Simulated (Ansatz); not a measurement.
The same path of Cl3FSi + FH (7 atoms, charge 0, multiplicity 1) was run twice with different band settings. Lost on the way: Si1–Cl2, F6–H7. Made: Si1–F6, Cl2–H7.

The calculation used Ansatz 0.2.0, RKS PBE-D4/def2-SVP.

Relaxed end points:

```xyz
7
Properties=species:S:1:pos:R:3
Si 0.250 0.000 -0.082
Cl 0.262 0.000 1.988
F 1.809 0.000 -0.523
Cl -0.611 1.696 -0.804
Cl -0.611 -1.696 -0.804
F -2.701 0.000 1.191
H -2.050 0.000 1.867
```

```xyz
7
Properties=species:S:1:pos:R:3
Si -0.465 0.000 -0.572
Cl -0.171 0.000 3.495
F 0.961 0.000 0.174
Cl -0.664 1.690 -1.681
Cl -0.664 -1.690 -1.681
F -1.619 0.000 0.576
H -1.030 0.000 2.522
```

Common settings: movable images 5; climbing image yes; spring 5.0 eV/Å²; optimiser quadratic models (default); force threshold 0.05 eV/Å; iteration limit 60; end points relaxed.

| run | start path |
| --- | --- |
| 1 | through a guess of the saddle point |
| 2 | straight line |

(1) What does each run give, and how far can it be trusted?

## Answers

(1) Run 1: converged after 11 iterations, highest image 0.786 eV above the first end. A vibrational analysis at the climbing image gives one clearly imaginary mode, 422i cm⁻¹: a first-order saddle point.
Run 2: converged after 9 iterations, highest image 0.786 eV above the first end. Another band between the same ends (5 images) ends at a top of the same energy, where a vibrational analysis finds 1 clearly imaginary mode.
The orbitals stay closed-shell, which can raise the energy where a bond breaks towards radicals; this wasn't checked here.
